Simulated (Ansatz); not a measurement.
ScAlN₂. Total charge 0; singlet. Geometry PBE0-D4/def2-TZVP.

| atom | x (Å) | y (Å) | z (Å) |
| --- | --- | --- | --- |
| Al1 | -1.111 | -0.044 | 0.318 |
| Sc2 | 1.220 | 0.048 | -0.349 |
| N3 | -0.254 | -1.060 | -0.827 |
| N4 | 0.145 | 1.056 | 0.858 |

The structure comes from a short search, and lower isomers may exist.

(1) Estimate the orbital energies around the gap (eV) in Ansatz with PBE-D4/def2-SVP, PBE-D4/def2-TZVP, r2SCAN-D4/def2-TZVP, r2SCAN-D4/def2-TZVPD, PBE0-D4/def2-TZVP.

Results:

(1) 
```
orbital  PBE-D4/def2-SVP  PBE-D4/def2-TZVP  r2SCAN-D4/def2-TZVP  r2SCAN-D4/def2-TZVPD  PBE0-D4/def2-TZVP
 HOMO−5            -7.14             -7.38                -7.56                 -7.61              -8.59
 HOMO−4            -5.60             -5.79                -5.96                 -6.01              -6.86
 HOMO−3            -5.32             -5.50                -5.64                 -5.70              -6.53
 HOMO−2            -5.16             -5.37                -5.50                 -5.55              -6.42
 HOMO−1            -4.35             -4.67                -4.78                 -4.83              -5.63
   HOMO            -4.17             -4.46                -4.59                 -4.66              -5.56
   LUMO            -3.49             -3.69                -3.55                 -3.59              -2.98
 LUMO+1            -2.26             -2.46                -2.03                 -2.06              -1.77
 LUMO+2            -0.93             -1.32                -1.01                 -1.07              -0.43
 LUMO+3            -0.88             -1.30                -0.93                 -1.06              -0.39
 LUMO+4             0.14             -0.21                 0.06                 -0.01               0.45
 LUMO+5             0.14             -0.17                 0.18                  0.00               0.59
```
